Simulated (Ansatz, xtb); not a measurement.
## A geometry optimisation of CH6AlIn with r2SCAN-D4/def2-SVP

The starting geometry of this gas-phase singlet has its atoms placed at random.

```yaml
atoms:
  - { symbol: C, position_ang: [-1.6137, 0.2903, -0.1395] }
  - { symbol: Al, position_ang: [-0.7016, -1.9814, -0.5664] }
  - { symbol: In, position_ang: [0.7282, 0.9659, 0.8021] }
  - { symbol: H, position_ang: [-1.2136, -1.5958, 0.5953] }
  - { symbol: H, position_ang: [1.5482, -0.5944, 0.3074] }
  - { symbol: H, position_ang: [-0.8636, 0.2863, 0.8852] }
  - { symbol: H, position_ang: [-0.2949, 1.3905, -0.2862] }
  - { symbol: H, position_ang: [0.3222, -1.7716, 1.0429] }
  - { symbol: H, position_ang: [-0.0713, 0.4996, -0.7562] }
```

Problem. One run relaxed it with r2SCAN-D4/def2-SVP. What is a likely outcome?

Solution. It loosens into CH3Al + HIn + H2, which stay close as a complex. Distances that change by over a tenth: C1–In3 (2.61 → 3.14 Å), C1–H6 (1.27 → 1.11 Å), Al2–H8 (1.92 → 5.01 Å), In3–H7 (1.55 → 1.87 Å). Contacts that open: Al2–H4 (1.33 → 2.61 Å), In3–H5 (1.83 → 2.84 Å), In3–H6 (1.73 → 3.06 Å), In3–H9 (1.81 → 2.77 Å). Contacts that close: C1–Al2 (2.48 → 2.01 Å), C1–H4 (2.06 → 1.11 Å), C1–H9 (1.67 → 1.11 Å), H5–H8 (1.85 → 0.77 Å).

The energy falls by 11.08 eV over 28 steps:

```csv
step,E − E(last) (eV)
1,11.077
4,5.588
7,2.580
10,0.909
13,0.186
16,0.070
19,0.050
22,0.024
25,0.002
28,0.000
```

Final geometry (Å):

```yaml
atoms:
  - { symbol: C, position_ang: [-1.5099, -0.5253, 0.0124] }
  - { symbol: Al, position_ang: [-2.6892, -1.7626, -1.0383] }
  - { symbol: In, position_ang: [0.6610, 1.3679, 1.2501] }
  - { symbol: H, position_ang: [-1.0841, -1.0483, 0.8910] }
  - { symbol: H, position_ang: [1.9549, -1.1583, 1.1190] }
  - { symbol: H, position_ang: [-2.0852, 0.3456, 0.3822] }
  - { symbol: H, position_ang: [1.2560, 1.2880, -0.5200] }
  - { symbol: H, position_ang: [2.0186, -0.8561, 0.4189] }
  - { symbol: H, position_ang: [-0.6822, -0.1615, -0.6306] }
```

From the same start GFN2-xTB ends elsewhere, differing in C1–H4 (3.06 against 1.11 Å here), C1–H7 (1.10 against 3.35 Å here), Al2–In3 (2.82 against 5.12 Å here), Al2–H4 (1.55 against 2.61 Å here), Al2–H5 (1.69 against 5.16 Å here), Al2–H8 (1.69 against 5.01 Å here).

From so rough a start the end depends on the optimiser's path, so another program may land elsewhere. No frequencies were run, so the end isn't proven a minimum. Atoms past krypton carry core potentials, without spin–orbit terms. Run with Ansatz 0.2.0, 29 s on 2 threads of Intel(R) Xeon(R) 6975P-C (Granite Rapids), with other jobs on the host.
